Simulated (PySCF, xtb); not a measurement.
methyl(silyl)silane (CH8Si2), SMILES C[SiH2][SiH3].

Harmonic wavenumbers (cm⁻¹) from GFN2-xTB (xtb) at its own minimum, in rising order: 21, 131, 140, 365, 433, 463, 464, 567, 654, 742, 780, 813, 819, 823, 828, 845, 1374, 1494, 1495, 2174, 2186, 2222, 2226, 2237, 3029, 3031, 3036.

Task: What does B3LYP-D3(BJ)/def2-SVP (PySCF 2.14.0) give at its own minimum? (An estimate is asked for; the answer gives what the named calculation found.)

Result: 98, 142, 162, 359, 417, 491, 513, 669, 679, 722, 852, 889, 913, 939, 946, 954, 1270, 1438, 1438, 2195, 2197, 2201, 2209, 2213, 3032, 3126, 3127. Paired by order, the mean absolute difference is 53 cm⁻¹ and the zero-point energies are 47.7 and 48.9 kcal/mol.
